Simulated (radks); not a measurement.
These are the eigenvalues of the occupied orbitals of an atom or ion with whole-number occupations (eV). Calculated with a radial shooting solver on a logarithmic mesh with Libxc functionals: Dirac Kohn-Sham, PBE, spin-unpolarised, spherical densities, point nucleus.

orbital  eigenvalue
1s1/2     -27807.77
2s1/2     -4222.851
2p1/2     -3942.721
2p3/2     -3731.840
3s1/2     -858.2232
3p1/2     -745.2251
3p3/2     -707.1005
3d3/2     -507.3865
3d5/2     -499.5714
4s1/2     -187.5252
4p1/2     -150.1423
4p3/2     -143.2261
4d3/2      -84.0707
4d5/2      -83.0577

Which element is it, and in what charge state? The configuration may be excited. Open shells, if any, are shared by 2j + 1.

Answer. Z = 49, indium, charge +5: In5+ in [Kr] 4d8. The list shows which subshells hold electrons but not how many an open one holds; the 1s level, -1021.9 hartree, gives Z - s = 45.2 by -(Z - s)^2/2, which with screening and relativity narrows Z to a few neighbours, and the depths of the outer levels then fix element, charge and occupations together.
